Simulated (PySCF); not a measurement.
C3H9AlO. Atoms are numbered in the order given.

```xyz
14

Al     0.2965     0.2668     0.3516
C      1.5762     0.2643     1.8205
H      2.5066    -0.2691     1.5577
H      1.1727    -0.2492     2.7112
H      1.8518     1.2870     2.1249
C     -0.3816    -1.3569    -0.5270
C     -1.3961    -1.1491    -1.6587
H     -0.8125    -2.0126     0.2560
H      0.4910    -1.9312    -0.8981
H     -0.9765    -0.5417    -2.4789
H     -2.3014    -0.6254    -1.3067
H     -1.7335    -2.0993    -2.1079
O     -0.2459     1.8079    -0.1699
H     -0.8770     1.9598    -0.8787
```

Geometry optimised at r2SCAN-D4/def2-SVP. The structure was generated by enumeration; whether it is a known compound was not checked. One conformer was computed; it need not be the lowest.

Method: PBE0/pcSseg-1 (PySCF).

GIAO shieldings, no solvent; atoms alike by connectivity are averaged. δ = σ(ref) − σ: ¹³C against TMS (σ = 186.3 ppm); ¹H against TMS (σ = 31.56 ppm); ¹⁷O against H2O (σ = 334.2 ppm), references at their B3LYP-D3(BJ)/def2-TZVP geometries, non-relativistic.

```json
[
 {"nucleus": "¹³C", "atoms": "C7", "count": "1", "δ (ppm)": "12.3"},
 {"nucleus": "¹³C", "atoms": "C6", "count": "1", "δ (ppm)": "5.2"},
 {"nucleus": "¹³C", "atoms": "C2", "count": "1", "δ (ppm)": "-11.4"},
 {"nucleus": "¹H", "atoms": "H14", "count": "1", "δ (ppm)": "3.12"},
 {"nucleus": "¹H", "atoms": "H10, H11, H12", "count": "3", "δ (ppm)": "1.31"},
 {"nucleus": "¹H", "atoms": "H8, H9", "count": "2", "δ (ppm)": "0.41"},
 {"nucleus": "¹H", "atoms": "H3, H4, H5", "count": "3", "δ (ppm)": "-0.14"},
 {"nucleus": "¹⁷O", "atoms": "O13", "count": "1", "δ (ppm)": "70.4"}
]
```
